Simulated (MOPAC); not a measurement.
MOPAC input (PM6):

```
PM6 PRECISE GNORM=0.05 LET XYZ GEO-OK AUX(PRECISION=9) THREADS=1
H2Se

Se   -0.00124381 1    0.05708994 1    0.00093953 1
H    -1.02995211 1   -0.99348070 1   -0.01282780 1
H     1.07224155 1   -0.94757714 1   -0.01911605 1
```

Output:

```
 *******************************************************************************
 **                                                                           **
 **                              MOPAC v23.2.5                                **
 **                                                                           **
 *******************************************************************************
 ** MOPAC's Digital Object Identifier: https://doi.org/10.5281/zenodo.6511958 **
 **                                                                           **
 ** Please cite the open-source release paper for use of this MOPAC version:  **
 ** J. E. Moussa and J. J. P. Stewart (2026)                                  **
 ** MOPAC: An open-source semiempirical molecular orbital program             **
 ** J. Open Source Softw., 11(119), 8025, https://doi.org/10.21105/joss.08025 **
 *******************************************************************************

                              PM6 CALCULATION RESULTS

 *******************************************************************************
 *  PM6        - The PM6 Hamiltonian to be used
 *  GEO-OK     - OVERRIDE INTERATOMIC DISTANCE AND OTHER SAFETY CHECKS
 *  LET        - OVERRIDE SOME SAFETY CHECKS
 *  PRECISE    - TIGHTER CRITERIA TO BE USED
 *  XYZ        - CARTESIAN COORDINATE SYSTEM TO BE USED
 *  GNORM      - EXIT WHEN GRADIENT NORM DROPS BELOW 0.050
 *  AUX        - OUTPUT AUXILIARY INFORMATION
 *******************************************************************************
PM6 PRECISE GNORM=0.05 LET XYZ GEO-OK AUX(PRECISION=9) THREADS=1
 H2Se

   ATOM   CHEMICAL          X               Y               Z
  NUMBER   SYMBOL      (ANGSTROMS)     (ANGSTROMS)     (ANGSTROMS)

     1      Se         -0.00124381  *   0.05708994  *   0.00093953  *
     2       H         -1.02995211  *  -0.99348070  *  -0.01282780  *
     3       H          1.07224155  *  -0.94757714  *  -0.01911605  *

          CARTESIAN COORDINATES

    NO.       ATOM           X           Y           Z

     1        Se         -0.0012      0.0571      0.0009
     2         H         -1.0300     -0.9935     -0.0128
     3         H          1.0722     -0.9476     -0.0191

 General Reference for PM6:
 "Optimization of Parameters for Semiempirical Methods V: Modification of NDDO Approximations
 and Application to 70 Elements", J. J. P. Stewart, J. Mol. Mod., 13, 1173-1213 (2007)
 URL: https://link.springer.com/article/10.1007/s00894-007-0233-4

           Empirical Formula: H2 Se  =     3 atoms

      MOLECULAR POINT GROUP   :   C2v

      RHF CALCULATION, NO. OF DOUBLY OCCUPIED LEVELS = 4

          Geometry optimization using EF

          DIAGONAL MATRIX USED AS START HESSIAN

 CYCLE:     1  GRAD.:     7.014 HEAT: -2.739327
 CYCLE:     2  GRAD.:    17.582 HEAT: -2.674603
 CYCLE:     3  GRAD.:     0.986 HEAT: -2.807852
 CYCLE:     4  GRAD.:     0.193 HEAT: -2.810008
 CYCLE:     5  GRAD.:     0.011 HEAT: -2.810145

     GRADIENT =  0.01080 IS LESS THAN CUTOFF =  0.05000

 -------------------------------------------------------------------------------
 PM6 PRECISE GNORM=0.05 LET XYZ GEO-OK AUX(PRECISION=9) THREADS=1
 H2Se

     GEOMETRY OPTIMISED USING EIGENVECTOR FOLLOWING (EF).
     SCF FIELD WAS ACHIEVED

                              PM6 CALCULATION
                                                       MOPAC v23.2.5 Linux

          FINAL HEAT OF FORMATION =         -2.81015 KCAL/MOL =     -11.75765 KJ/MOL

          COSMO AREA              =         65.03 SQUARE ANGSTROMS
          COSMO VOLUME            =         48.43 CUBIC ANGSTROMS

          GRADIENT NORM           =          0.01080          =       0.00623 PER ATOM
          IONIZATION POTENTIAL    =          8.762707 EV
          HOMO LUMO ENERGIES (EV) =         -8.763  1.482
          NO. OF FILLED LEVELS    =          4
          MOLECULAR WEIGHT        =         80.9758         POINT GROUP:  C2v

          MOLECULAR DIMENSIONS (Angstroms)

            Atom       Atom       Distance
            H     3    H     2     2.06302
            H     2   Se     1     1.03669
           Se     1    H     3     0.00000

          SCF CALCULATIONS        =          6

   ATOM   CHEMICAL          X               Y               Z
  NUMBER   SYMBOL      (ANGSTROMS)     (ANGSTROMS)     (ANGSTROMS)

     1      Se         -0.00127869  *   0.05869071  *   0.00096587  *
     2       H         -1.00996083  *  -1.00013181  *  -0.01300372  *
     3       H          1.05255896  *  -0.95509457  *  -0.01917330  *

                             CARTESIAN COORDINATES

   1   Se       -0.001278686     0.058690715     0.000965874
   2    H       -1.009960834    -1.000131811    -0.013003723
   3    H        1.052558959    -0.955094569    -0.019173298

           Empirical Formula: H2 Se  =     3 atoms

      MOLECULAR POINT GROUP   :   C2v

                  EIGENVALUES
 -23.44452 -13.72459 -13.69364  -8.76271   1.48164   2.25638

              NET ATOMIC CHARGES AND DIPOLE CONTRIBUTIONS

  ATOM NO.   TYPE          CHARGE      No. of ELECS.   s-Pop       p-Pop
    1         Se          -0.135561        6.1356     1.98619     4.14937
    2          H           0.067780        0.9322     0.93222
    3          H           0.067780        0.9322     0.93222
 DIPOLE           X         Y         Z       TOTAL
 POINT-CHG.     0.015    -0.675    -0.011     0.675
 HYBRID         0.014    -0.642    -0.011     0.643
 SUM            0.029    -1.317    -0.022     1.318

          ATOMIC ORBITAL ELECTRON POPULATIONS

     Atom    s        px        py        pz
    1 Se   1.98619   1.12922   1.02042   1.99973
    2  H   0.93222
    3  H   0.93222

 **********************
 *                    *
 * JOB ENDED NORMALLY *
 *                    *
 **********************

 == MOPAC DONE ==
```

The geometry given is a B3LYP-D3(BJ)/def2-TZVP minimum.
